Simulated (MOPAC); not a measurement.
A run for MOPAC: AM1 on CCl (SMILES [C]Cl), 2S+1 = 2, a spin state set in the input, which need not be the lowest.

```
AM1 1SCF PRECISE CHARGE=0 UHF MS=0.5 THREADS=1
CCl

C     -0.00000000 1    -0.00000000 1    -1.22426569 1
Cl     0.00000000 1     0.00000000 1     0.43209377 1
```

The log:

```
*******************************************************************************
 **                                                                           **
 **                              MOPAC v23.2.5                                **
 **                                                                           **
 *******************************************************************************
 ** MOPAC's Digital Object Identifier: https://doi.org/10.5281/zenodo.6511958 **
 **                                                                           **
 ** Please cite the open-source release paper for use of this MOPAC version:  **
 ** J. E. Moussa and J. J. P. Stewart (2026)                                  **
 ** MOPAC: An open-source semiempirical molecular orbital program             **
 ** J. Open Source Softw., 11(119), 8025, https://doi.org/10.21105/joss.08025 **
 *******************************************************************************

                              AM1 CALCULATION RESULTS

 *******************************************************************************
 *  AM1        - The AM1 Hamiltonian to be used
 *  UHF        - UNRESTRICTED HARTREE-FOCK CALCULATION
 *
 *
 *
 *                 CHARGE ON SYSTEM = 0
 *
 *
 *
 *  MS=        - IN MECI, MAGNETIC COMPONENT OF SPIN =  0.5
 *  PRECISE    - TIGHTER CRITERIA TO BE USED
 *  1SCF       - DO 1 SCF AND THEN STOP
 *  THREADS=1  - MULTI-THREADING NOT USED
 *  T=         - A TIME OF 172800.0 SECONDS REQUESTED
 *  DUMP=N     - RESTART FILE WRITTEN EVERY 7200.0 SECONDS REQUESTED
 *******************************************************************************
AM1 1SCF PRECISE CHARGE=0 UHF MS=0.5 THREADS=1
 CCl

   ATOM   CHEMICAL          X               Y               Z
  NUMBER   SYMBOL      (ANGSTROMS)     (ANGSTROMS)     (ANGSTROMS)

     1       C         -0.00000000  *  -0.00000000  *  -1.22426569  *
     2      Cl          0.00000000  *   0.00000000  *   0.43209377  *



          CARTESIAN COORDINATES

    NO.       ATOM           X           Y           Z

     1         C         -0.0000     -0.0000     -1.2243
     2        Cl          0.0000      0.0000      0.4321

  C: (AM1): M.J.S. DEWAR ET AL, J. AM. CHEM. SOC. 107 3902-3909 (1985)
 Cl: (AM1): M.J.S. DEWAR AND E. G. ZOEBISCH, THEOCHEM, 180, 1 (1988).

           Empirical Formula: C Cl  =     2 atoms



      MOLECULAR POINT GROUP   :   C*v


          UHF CALCULATION, NO. OF ALPHA ELECTRONS =    6
                           NO. OF BETA  ELECTRONS =    5

 -------------------------------------------------------------------------------
 AM1 1SCF PRECISE CHARGE=0 UHF MS=0.5 THREADS=1
 CCl



     1SCF WAS SPECIFIED, SO BFGS WAS NOT USED
     SCF FIELD WAS ACHIEVED


                              AM1 CALCULATION
                                                       MOPAC v23.2.5 Linux




          FINAL HEAT OF FORMATION =        100.56198 KCAL/MOL =     420.75133 KJ/MOL


          COSMO AREA              =         72.44 SQUARE ANGSTROMS
          COSMO VOLUME            =         55.24 CUBIC ANGSTROMS

          IONIZATION POTENTIAL    =          9.578814 EV
          ALPHA SOMO LUMO (EV)    =         -9.579 -0.869
          BETA  SOMO LUMO (EV)    =        -12.161 -0.239
          NO. OF ALPHA ELECTRONS  =          6
          NO. OF BETA  ELECTRONS  =          5
          MOLECULAR WEIGHT        =         47.4640         POINT GROUP:  C*v

          MOLECULAR DIMENSIONS (Angstroms)

            Atom       Atom       Distance
           Cl     2    C     1     1.65636
           Cl     2    C     1     0.00000
            C     1   Cl     2     0.00000


          SCF CALCULATIONS        =          1





   ATOM   CHEMICAL          X               Y               Z
  NUMBER   SYMBOL      (ANGSTROMS)     (ANGSTROMS)     (ANGSTROMS)

     1       C         -0.00000000  *  -0.00000000  *  -1.22426569  *
     2      Cl          0.00000000  *   0.00000000  *   0.43209377  *

                             CARTESIAN COORDINATES

   1    C       -0.000000000    -0.000000000    -1.224265690
   2   Cl        0.000000000     0.000000000     0.432093770


           Empirical Formula: C Cl  =     2 atoms



      MOLECULAR POINT GROUP   :   C*v


          ALPHA EIGENVALUES
 -38.76817 -24.52767 -14.30080 -13.83345 -12.95915  -9.57881  -0.86881   1.21253


           BETA EIGENVALUES
 -38.64550 -22.96577 -13.82422 -13.62227 -12.16076  -0.23885   0.85595   1.79200


              NET ATOMIC CHARGES AND DIPOLE CONTRIBUTIONS

  ATOM NO.   TYPE          CHARGE      No. of ELECS.   s-Pop       p-Pop
    1          C           0.046338        3.9537     1.92073     2.03293
    2         Cl          -0.046338        7.0463     1.97933     5.06701
 DIPOLE           X         Y         Z       TOTAL
 POINT-CHG.     0.000     0.000    -0.369     0.369
 HYBRID         0.000    -0.000     0.966     0.966
 SUM            0.000    -0.000     0.597     0.597


          ATOMIC ORBITAL ELECTRON POPULATIONS

     Atom    s        px        py        pz
    1  C   1.92073   1.06232   0.18099   0.78962
    2 Cl   1.97933   1.93768   1.81901   1.31032


                    (SZ)    =    0.500000
                    (S**2)  =    0.752145


          ATOMIC ORBITAL SPIN POPULATIONS

    Atom   Total    s     px     py     pz
         Atomic
    1  C  0.9756  0.011  0.938  0.018  0.008
    2 Cl  0.0244  0.001  0.062 -0.018 -0.020

 **********************
 *                    *
 * JOB ENDED NORMALLY *
 *                    *
 **********************




 == MOPAC DONE ==
```

The run finished.

Cost: roughly 0.020 core-seconds.
